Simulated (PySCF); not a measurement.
C₄H₁₆Al₂N₂, SMILES [CH3][Al-]1([CH3])[NH2+][Al-]([CH3])([CH3])[NH2+]1.

Geometry: r2SCAN-D4/def2-SVP.

Two levels are set side by side: PBE/def2-SVP (PySCF) and CAM-B3LYP/def2-SVP (PySCF). Same geometry, gas phase. Differences are taken from unrounded values.

```tsv
quantity	PBE
orbital gap (eV)	5.89
highest occupied level (eV)	-5.94
lowest empty level (eV)	-0.05
mean polarisability (bohr³)	104.2
```

**Question.** These are the PBE values. What does CAM-B3LYP give? (The exact figures need the calculation; the answer reports its results.)

**Answer.** 
```csv
quantity,CAM-B3LYP,PBE minus CAM-B3LYP
orbital gap (eV),10.22,-4.33
highest occupied level (eV),-8.63,2.70
lowest empty level (eV),1.59,-1.64
mean polarisability (bohr³),98.6,5.6
```

Without exact exchange PBE keeps part of each electron's self-repulsion, which lifts occupied levels and narrows the gap. PBE's more diffuse valence density responds more strongly to a field. Differences between two approximate levels are no errors against the true value.

Rough cost on one machine, each run with all the roots and properties that it gave: CAM-B3LYP against PBE within a factor of 2.
